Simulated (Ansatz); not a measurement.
# Which isomer of GaH2OSi gives these data?

These gas-phase data were calculated for one isomer of GaH2OSi at PBE-D3(BJ)/def2-SVP (harmonic, unscaled wavenumbers; equilibrium rotational constants with average atomic masses):

| Quantity | Value |
| --- | --- |
| rotational constants | 165.4, 2.472, 2.452 GHz |
| all wavenumbers above 1500 cm⁻¹ | 3717, 1889 |

Candidates:

(1) `[OH][Ga][SiH]`, a doublet
(2) `[SiH2][O][Ga]`, a doublet

Assign the data to one candidate and say why.

Candidate (1). The band at 3717 cm⁻¹ lies where the O–H stretch is expected; (2) has no mode between 3300 and 4000 cm⁻¹.

The same quantities for all candidates:

|  | rotational constants (GHz) | wavenumbers above 1500 cm⁻¹ | E above the lowest, PBE-D3(BJ)/def2-SVP (kcal/mol) |
| --- | --- | --- | --- |
| (1) | 165.4, 2.472, 2.452 | 3717, 1889 | 30.3 |
| (2) | 128, 1.851, 1.837 | 2103, 2066 | 0.0 |

Harmonic stretches to hydrogen usually lie a few per cent above observed fundamentals. Each candidate is one conformer. Open shells are spin-unrestricted. Programs: Ansatz 0.2.0.
